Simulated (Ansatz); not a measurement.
`BBC[SiH3]` + `CCCCl` → `BBCCCl` + `CC[SiH3]`  (formal exchange of groups at a B–C bond)

Gas-phase electronic energies from Ansatz, PBE0-D4/def2-TZVP geometries. CCSD(T)/CBS is the MP2 limit (def2-TZVPP, def2-QZVPP) plus CCSD(T) − MP2 in def2-TZVPP, frozen cores. Functionals use def2-TZVPP. B3LYP here is the variant with VWN-RPA as its local correlation; programs differ in this. One conformer a species, not always the lowest.

`BBC[SiH3]`:

Cartesian coordinates in Å:
```
B 2.010 -0.874 0.007
B 0.977 0.348 0.377
C -0.204 0.892 -0.458
Si -1.734 -0.098 0.052
H 1.771 -2.023 0.261
H 3.086 -0.664 -0.481
H 1.135 0.828 1.476
H -0.122 0.747 -1.539
H -0.459 1.934 -0.242
H -1.948 -0.031 1.521
H -2.928 0.466 -0.630
H -1.585 -1.523 -0.343
```

`CCCCl`:

```xyz
11

C     0.307   -0.004    1.262
C    -0.273    0.575   -0.014
C    -0.258   -0.381   -1.185
Cl    1.406   -0.804   -1.691
H     1.354   -0.281    1.126
H     0.252    0.718    2.079
H    -0.238   -0.901    1.571
H     0.259    1.489   -0.295
H    -1.320    0.860    0.147
H    -0.739    0.051   -2.061
H    -0.750   -1.323   -0.939
```

`BBCCCl`:

Z-matrix (Å, degrees):
```
C
B 1 1.566
C 1 1.509 2 116.0
H 1 1.099 2 107.6 3 124.3
H 1 1.099 2 107.7 3 -124.4
B 2 1.638 1 130.1 3 -0.2
H 2 1.208 1 115.2 3 179.9
Cl 3 1.790 1 112.3 2 179.9
H 3 1.090 1 111.6 2 60.8
H 3 1.090 1 111.6 2 -61.0
H 6 1.200 2 122.1 1 -91.7
H 6 1.200 2 122.1 1 91.8
```

`CC[SiH3]`:

Z-matrix (Å, degrees):
```
C
C 1 1.526
H 1 1.093 2 111.4
H 1 1.093 2 111.6 3 120.1
H 1 1.093 2 111.4 3 -119.8
Si 2 1.876 1 113.4 3 59.9
H 2 1.095 1 110.5 3 -178.6
H 2 1.095 1 110.5 3 -61.7
H 6 1.489 2 110.4 1 -59.6
H 6 1.489 2 110.4 1 59.7
H 6 1.489 2 111.1 1 -180.0
```

```
             level  ΔE (kcal/mol)  difference from CCSD(T)/CBS
            PBE-D4            6.3                         -0.7
         r2SCAN-D4            6.7                         -0.3
           PBE0-D4            6.6                         -0.4
          B3LYP-D4            6.2                         -0.8
           ωB97X-V            6.4                         -0.6
           ωB97M-V            6.7                         -0.3
            B2PLYP            6.4                         -0.6
               PBE            6.0                         -1.0
            r2SCAN            6.6                         -0.4
              PBE0            6.4                         -0.6
             B3LYP            5.8                         -1.2
     HF/def2-TZVPP            5.8                         -1.2
    MP2/def2-TZVPP            7.5                          0.5
SCS-MP2/def2-TZVPP            7.0                          0.0
   CCSD/def2-TZVPP            6.8                         -0.2
CCSD(T)/def2-TZVPP            7.0                          0.0
     HF/def2-QZVPP            5.8                         -1.2
    MP2/def2-QZVPP            7.4                          0.4
SCS-MP2/def2-QZVPP            6.9                         -0.1
      HF/CBS(def2)            5.8                         -1.2
     MP2/CBS(def2)            7.4                          0.4
    CCSD/CBS(def2)            6.7                         -0.3
       CCSD(T)/CBS            7.0                            0
```

Largest T1 diagnostic among the species: 0.012.

In def2-TZVPP, CCSD(T) changes the Hartree–Fock value by +1.2 kcal/mol (the triples alone add +0.2 kcal/mol) and MP2 by +1.6 kcal/mol.
